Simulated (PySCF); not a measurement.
C8H12OSSi.
SMILES with atom numbers: `[CH3:1][O:2][C@H:3]1[CH2:4][Si@@H:5]([c:6]2[cH:7][cH:8][cH:9][s:10]2)[CH2:11]1` (hydrogens: H12, H13, H14 on C1; H15 on C3; H16, H17 on C4; H18 on Si5; H19 on C7; H20 on C8; H21 on C9; H22, H23 on C11)

Cartesian coordinates in Å at the PBE0-D3(BJ)/def2-SVP level; atoms count from 1:
```
atom  x, y, z in Å
C1    -3.8924   -0.6083   -0.6042
O2    -2.7643   -1.3764   -0.3177
C3    -1.8450   -0.7424    0.5217
C4    -0.6729   -1.6696    0.8851
Si5    0.4282   -0.1308    0.9011
C6     2.0870   -0.1959    0.0606
C7     2.4049   -0.7395   -1.1693
C8     3.7758   -0.6059   -1.5126
C9     4.4946    0.0409   -0.5377
S10    3.5012    0.4793    0.7850
C11   -1.0800    0.4707   -0.0758
H12   -4.4454   -0.3272    0.3147
H13   -3.6408    0.3237   -1.1460
H14   -4.5571   -1.2104   -1.2392
H15   -2.3560   -0.4125    1.4521
H16   -0.8173   -2.3416    1.7411
H17   -0.4260   -2.2762   -0.0030
H18    0.6125    0.5139    2.2358
H19    1.6669   -1.2256   -1.8112
H20    4.2160   -0.9726   -2.4409
H21    5.5582    0.2778   -0.5346
H22   -0.9023    0.2898   -1.1502
H23   -1.5221    1.4676    0.0538
```

The closed-shell ground state was solved at several levels (PySCF, density fitting, gas phase, non-relativistic).

```json
{"level": "wB97X-D/pcSseg-1", "basis functions": "261", "total energy (Eh)": "-1074.7381", "HOMO (eV)": "-8.68", "LUMO (eV)": "0.77", "gap (eV)": "9.45", "dipole (D)": "0.98"}
{"level": "wB97X-D/def2-SVPD", "basis functions": "330", "total energy (Eh)": "-1074.3448", "HOMO (eV)": "-8.68", "LUMO (eV)": "0.77", "gap (eV)": "9.45", "dipole (D)": "0.95"}
```

Problem. Estimate the row for PBE0/pcSseg-1, a basis of 261 functions; the other rows only guide the guess.

Solution. Total energy -1074.1645 Eh, HOMO -6.89 eV, LUMO -0.92 eV, gap 5.97 eV, dipole 0.96 D.

Problem. How far do the dipole and the HOMO energy spread over the levels?

Solution. The dipole runs from 0.95 to 0.98 D (mean 0.96 D) and the HOMO from -8.68 to -6.89 eV.

One conformer stands for the species.

wB97X-D is run here without its empirical dispersion term; that term would change no orbital, density or response property at a fixed geometry.
